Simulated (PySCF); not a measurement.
## Kr³⁺ (krypton, charge +3) across methods

[Ar] 3d10 4s2 4p3, high-spin 4S determinant. All numbers are calculated (PySCF 2.14, scalar relativity by spin-free X2C-1e, in aug-cc-pVTZ-DK).

```tsv
method	E (hartree)	mean ε 4s α (eV)	mean ε 4s β (eV)	mean ε 4p α (eV)	Σ⟨r²⟩ (bohr²)	⟨S²⟩
UHF	-2785.57799	-71.505	-60.871	-51.173	21.06	3.751
B3LYP	-2787.335	-62.790	-58.409	-46.041	20.94	3.750
M06-2X	-2787.472	-65.631	-58.180	-47.965	20.99	3.752
r2SCAN	-2787.280	-61.835	-56.908	-45.416	20.89	3.750
PBE	-2786.947	-60.503	-56.878	-44.717	20.93	3.750
HSE06	-2786.996	-63.042	-58.067	-46.104	20.94	3.750
B97-3	-2787.071	-63.570	-58.353	-46.522	20.93	3.751
PBE0	-2787.009	-63.517	-58.282	-46.567	20.93	3.750
```

Question: Estimate the same row for LDA.

Answer: E (hartree) = -2783.398; mean ε 4s α (eV) = -60.558; mean ε 4s β (eV) = -57.413; mean ε 4p α (eV) = -44.757; Σ⟨r²⟩ (bohr²) = 20.91; ⟨S²⟩ = 3.750.
